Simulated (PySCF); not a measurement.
CH₇FOSi₃. Atoms are numbered in the order given.

```xyz
13

F     -2.6582     1.0629     0.4104
Si    -1.7381     0.1769    -0.6036
C     -0.3002    -0.5413     0.3653
O      0.4985    -1.2696    -0.6063
Si     2.0734    -0.6293    -0.5039
Si     0.9917     0.7251     1.0568
H     -1.2042     1.0801    -1.6614
H     -2.5951    -0.8875    -1.1936
H     -0.6549    -1.2254     1.1580
H      2.5384    -0.0669    -1.8069
H      3.0724    -1.6429    -0.0484
H      1.2889     0.6120     2.5155
H      0.7126     2.1517     0.7110
```

The structure is a stationary point at PBE0-D3(BJ)/def2-SVP. The structure was generated by enumeration; whether it is a known compound was not checked. Other conformers were not sampled.

Method: KT2/pcSseg-1 (PySCF).

GIAO shieldings, no solvent; atoms listed in one row are averaged. δ = σ(ref) − σ: ¹⁹F against CFCl3 (σ = 127.1 ppm); ²⁹Si against TMS (σ = 361.9 ppm); ¹³C against TMS (σ = 185.1 ppm); ¹⁷O against H2O (σ = 330.4 ppm); ¹H against TMS (σ = 31.47 ppm), references at their B3LYP-D3(BJ)/def2-TZVP geometries, non-relativistic.

Computed chemical shifts:
```
nucleus  atoms  count  δ (ppm)
-------  -----  -----  -------
¹⁹F         F1      1   -256.6
²⁹Si       Si5      1     29.1
²⁹Si       Si2      1     -6.4
²⁹Si       Si6      1    -29.8
¹³C         C3      1     69.1
¹⁷O         O4      1     32.2
¹H         H11      1     6.59
¹H         H10      1     6.45
¹H         H12      1     5.57
¹H          H8      1     5.57
¹H          H9      1     5.54
¹H         H13      1     5.46
¹H          H7      1     5.38
```
